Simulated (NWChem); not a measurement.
## Lowest excitation of HCl$_{2}$Ga

```
Ga
H 1 1.5474
Cl 1 2.1370 2 122.35
Cl 1 2.1370 2 122.35 3 180.00
```
Charge 0, spin multiplicity 1.

Program: NWChem. All single points use one geometry, from PBE0/def2-SVP, a minimum by its harmonic frequencies.

Basis set: def2-SVPD. The methods don't all put a state of the same symmetry lowest.

```csv
method,lowest vertical singlet excitation energy (eV),relative cost,difference from EOM-CCSD
TD-B3LYP,5.73,under 3,-0.76
CIS,7.47,under 3,+0.98
TD-PBE,5.26,1,-1.23
TD-BHandHLYP,6.46,under 3,-0.04
EOM-CCSD,6.49,under 3,0.00
```

The values span 2.21 eV, from TD-PBE (lowest) to CIS (highest). The cost column gives rough processor time relative to TD-PBE; each entry includes its own SCF.

The Hamiltonian is non-relativistic. The correlated methods keep 19 core orbitals frozen. B3LYP has NWChem's definition, with VWN1-RPA local correlation. The structure started from a generated list of species. Differences from the coupled-cluster row are differences between methods, not errors against experiment.
